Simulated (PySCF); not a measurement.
Gas-phase reaction: GeHCl₃ = GeCl₂ + HCl

Method: PySCF energies (xtb for GFN2) plus ideal-gas RRHO corrections (1 bar). † marks an energy on the PBE0/def2-TZVP geometry and frequencies; other levels use their own. All species are closed-shell singlets. Ge: all electrons, no relativistic terms. The harmonic model lacks anharmonicity and excited electronic states, which grow with temperature; levels with a mode under 35 cm⁻¹ are left out.

```json
[
 {"level": "BLYP/def2-TZVP†", "ΔE electronic, kJ": "58", "ΔH°(298 K), kJ": "54", "ΔS°(298 K), J/K": "153", "ΔG°(800 K), kJ": "-67"},
 {"level": "GFN2-xTB", "ΔE electronic, kJ": "34", "ΔH°(298 K), kJ": "31", "ΔS°(298 K), J/K": "146", "ΔG°(800 K), kJ": "-84"},
 {"level": "HF/def2-TZVP†", "ΔE electronic, kJ": "121", "ΔH°(298 K), kJ": "117", "ΔS°(298 K), J/K": "153", "ΔG°(800 K), kJ": "-4"},
 {"level": "PBE/def2-SVP", "ΔE electronic, kJ": "100", "ΔH°(298 K), kJ": "96", "ΔS°(298 K), J/K": "152", "ΔG°(800 K), kJ": "-24"},
 {"level": "PBE/def2-TZVP†", "ΔE electronic, kJ": "92", "ΔH°(298 K), kJ": "87", "ΔS°(298 K), J/K": "153", "ΔG°(800 K), kJ": "-34"},
 {"level": "PBE0/def2-SVP†", "ΔE electronic, kJ": "120", "ΔH°(298 K), kJ": "115", "ΔS°(298 K), J/K": "153", "ΔG°(800 K), kJ": "-6"},
 {"level": "PBE0/def2-TZVP", "ΔE electronic, kJ": "114", "ΔH°(298 K), kJ": "110", "ΔS°(298 K), J/K": "153", "ΔG°(800 K), kJ": "-11"},
 {"level": "LDA/def2-TZVP†", "ΔE electronic, kJ": "126", "ΔH°(298 K), kJ": "122", "ΔS°(298 K), J/K": "153", "ΔG°(800 K), kJ": "1"}
]
```
ΔH° is lowest at GFN2-xTB and highest at LDA/def2-TZVP†. No reference value is set beside these.
